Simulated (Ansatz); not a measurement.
One change: `[SiH3][N]([SiH3])[Mg][Cl]` becomes `[SiH3][N]([SiH3])[GeH3]`.

Ansatz, PBE0-D4/def2-TZVP geometries, multiplicity 1. Each molecule was computed in one conformer, which needn't be the lowest.

Scalar relativity is left out up to krypton.

```
                                      property  `[SiH3][N]([SiH3])[Mg][Cl]`
          HOMO–LUMO gap (PBE0/def2-TZVPP) / eV                         5.89
         LUMO energy (ωB97M-V/def2-TZVPP) / eV                        -0.28
         HOMO energy (ωB97M-V/def2-TZVPP) / eV                        -9.87
size of the dipole moment (PBE/def2-TZVPP) / D                         0.93
           HOMO–LUMO gap (PBE/def2-TZVPP) / eV                         3.89
       HOMO–LUMO gap (ωB97M-V/def2-TZVPP) / eV                         9.59
```

Question: What does the change do to each property? (Best estimate.)

Answer: The calculation gave: 
```csv
property,`[SiH3][N]([SiH3])[GeH3]`,shift
HOMO–LUMO gap (PBE0/def2-TZVPP) / eV,7.11,1.22
LUMO energy (ωB97M-V/def2-TZVPP) / eV,1.38,1.66
HOMO energy (ωB97M-V/def2-TZVPP) / eV,-9.71,0.16
size of the dipole moment (PBE/def2-TZVPP) / D,0.78,-0.15
HOMO–LUMO gap (PBE/def2-TZVPP) / eV,4.97,1.08
HOMO–LUMO gap (ωB97M-V/def2-TZVPP) / eV,11.09,1.50
```

With PBE0 the HOMO rises by 0.15 eV and the LUMO rises by 1.35 eV, so the gap widens by about 1.20 eV. PBE moves the HOMO by 0.17 eV and ωB97M-V by 0.16 eV. Dipoles are sizes alone; their direction can turn.
